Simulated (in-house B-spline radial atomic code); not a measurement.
Values are calculated unless marked as measured or tabulated.
Stopping and range of 1 keV Sb in InSb

The pair potential comes from two frozen, spherical free-atom densities (PBE, B-spline radial code, scalar-relativistic past argon): electrostatics plus the change in Thomas-Fermi kinetic and Dirac exchange energy where they overlap, the recipe behind the universal ZBL potential, which averages such potentials (from solid-state densities) over many pairs. It is written V = (Z1 Z2 e²/r) φ(r/a), with e² = 14.3996 eV·Å and a = 0.46850 Å/(Z1^0.23 + Z2^0.23); ZBL's fit is φ = 0.18175 e^(−3.1998x) + 0.50986 e^(−0.94229x) + 0.28022 e^(−0.4029x) + 0.02817 e^(−0.20162x). Where φ falls below 4e-4 it is continued as an exponential.

The target is taken as amorphous, with density 5.77 g/cm³ (NSM archive of the Ioffe Institute); channelling is ignored. Masses: Sb 121.76, In 114.82, Sb 121.76 u. Nuclear stopping is S_n = 4π a Z1 Z2 e² M1/(M1 + M2) × s_n(ε), with s_n integrated over impact parameters for each pair. Electronic stopping is Lindhard and Scharff's S_e = Z1^(1/6) 8π e² a0 Z1 Z2/(Z1^(2/3) + Z2^(2/3))^(3/2) × v/v0, with a0 = 0.529177 Å and v = v0 at 24.801 keV/u; it misses the oscillations with Z1 seen in experiment, which reach tens of per cent. Compounds add by atom fraction.

| target atom | a (Å) | ε at this energy | s_n, this pair | s_n, ZBL potential |
| --- | --- | --- | --- | --- |
| In | 0.09526 | 0.001285 | 0.0648 | 0.06348 |
| Sb | 0.09483 | 0.001266 | 0.06466 | 0.06298 |

Task: What are the atom density and the stopping powers at entry?

Result: N = 5.77 × 0.602214/118.29 = 0.02938 atoms/Å³. For In: S_n = 22170 × 0.0648 = 1437 eV·Å², S_e = 3.7504 × √1000 = 118.6 eV·Å². For Sb: S_n = 22320 × 0.06466 = 1443 eV·Å², S_e = 3.8267 × √1000 = 121 eV·Å². Averaged over the target's atoms (half each) and times N × 10 Å/nm, the ion loses N S_n = 423 eV/nm to recoils and N S_e = 35.2 eV/nm to electrons; the nuclear share is 92 %.

Along the track:

| E (keV) | N S_n (eV/nm) | N S_e (eV/nm) |
| --- | --- | --- |
| 0.05 | 74.3 | 7.87 |
| 0.15 | 145 | 13.6 |
| 0.3 | 218 | 19.3 |
| 0.5 | 292 | 24.9 |
| 0.75 | 364 | 30.5 |
| 1 | 423 | 35.2 |

Task: Estimate the path length and the projected range.

Result: With continuous slowing down the path is the integral of dE/(N (S_n + S_e)). Trapezoids over the table give 3.75 nm, and the stretch below the first row, with stopping taken as √E, adds 2E/(N S) = 1.2 nm: 4.97 nm in all, against 4.53 nm on a fine grid from 5 eV, a cut that itself drops some per cent of so short a path. Deflections shorten the depth: to first order in the energy passed on, N (S_n + S_e) dR_p/dE = 1 − N S_n (M2/M1) R_p/(2E), summed over the target's atoms, and integrating this on the fine grid gives R_p = 2.43 nm, 0.54 of the path. Lindhard's rule of thumb R/(1 + M2/3M1), with mean M2/M1 = 0.97, gives 3.42 nm. On the ZBL potential the same equation gives 2.5 nm, and the full integral equation, which keeps hard collisions, 2.46 nm.
